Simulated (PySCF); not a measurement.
# Manganese: a sound run and one with changed settings

Sound run: Mn⁺ [Ar] 3d5 4s1, Mn²⁺ [Ar] 3d5. All numbers are calculated (PySCF 2.14, scalar relativity by spin-free X2C-1e, in Sapporo-DKH3-DZP-2012). The sound run starts from symmetry-adapted Hartree-Fock orbitals and uses a fine grid where one is needed.

Changed run: radial step 0.5 in ln r (0.13 in the sound run). This setting is unsound on purpose.

| species | method | sound run (hartree) | changed run (hartree) | converged |
| --- | --- | --- | --- | --- |
| Mn⁺ | UHF | -1157.13496 | -1157.13496 | yes |
| Mn⁺ | BP86 | -1158.41773 | -1158.42488 | yes |
| Mn⁺ | MN15 | -1158.88050 | -1158.75233 | yes |
| Mn²⁺ | UHF | -1156.58931 | -1156.58931 | yes |
| Mn²⁺ | BP86 | -1157.81727 | -1157.82475 | yes |
| Mn²⁺ | MN15 | -1158.31185 | -1158.18335 | yes |

Ionisation energy of Mn⁺:

| method | sound run (eV) | changed run (eV) |
| --- | --- | --- |
| UHF | 14.848 | 14.848 |
| BP86 | 16.340 | 16.330 |
| MN15 | 15.474 | 15.483 |

A coarse radial grid mis-integrates the density and the exchange-correlation energy, with errors of either sign; Hartree-Fock needs no grid.

For comparison, NIST gives 15.640 eV between the lowest levels.
